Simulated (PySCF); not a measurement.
C₆H₁₂P (charge +1).
Atom-mapped SMILES: `[CH2:1]=[CH:2][C@H:3]1[CH2:4][P@@H+:5]([CH3:6])[CH2:7]1`

Definitions: NICS(0) = −σiso at the ring centroid; NICS(1) = −σiso and NICS(1)zz = −σzz at ±1 Å along the ring normal z. Level: GIAO PBE0/pcSseg-1 (PySCF, non-relativistic, gas phase) on the GFN2-xTB geometry, one conformer.

Ring bond lengths (Å), with Mayer bond orders in brackets: C3–C4 1.563 (0.95), C4–P5 1.820 (1.00), P5–C7 1.821 (1.01), C7–C3 1.563 (0.95).

Problem. Give the NICS values of each ring in ppm.

Solution. 
```csv
ring,type,NICS(0),"NICS(1), two faces","NICS(1)zz, two faces",rms pucker (Å),"centre to ring atoms, mean (Å)"
C3–C4–P5–C7,4-membered ring with P; formal bonds all single,-0.7,-1.0 / -0.6,3.7 / 6.1,0.08,1.19
```

Problem. What do they say, and how far can they be read as aromaticity?

Solution. 
- C3–C4–P5–C7: mean NICS(1)zz 4.9 ppm, deshielded. C3, C4, P5, C7 have four or more neighbours, so the value isn't read as a sign of a π ring current.

Problem. What is the mean of the two in-plane components of NICS at the first NICS(1) probe listed for ring C3–C4–P5–C7, 1 Å off the ring?

Solution. The isotropic value is a third of the trace: (3 × -1.0 − (3.7))/2 = -3.4 ppm.

Problem. What are the shieldings of the ring atoms and their hydrogens in the same run (means over atoms taken as equivalent)?

Solution. 
```csv
atoms,environment,σ isotropic (ppm)
C3,allylic carbon,145.6
C4 (×2),sp3 carbon bound to phosphorus,154.8
P5,phosphonium phosphorus,338.6
H on C3,methine hydrogen,28.05
H on C4 (×2),methylene hydrogen,28.76
H on C4 (×2),methylene hydrogen,28.27
H on P5,P–H hydrogen,25.33
```

Cost: about 70 s of CPU time on one thread; the machine was shared, so the figure is rough. This is the whole shielding run at PBE0/pcSseg-1, SCF included.

Shape of the structure used: `[CH2:1]=[CH:2][C@H:3]1[CH2:4][P@@H+:5]([CH3:6])[CH2:7]1`: C1–C2–C3–C4 123°.
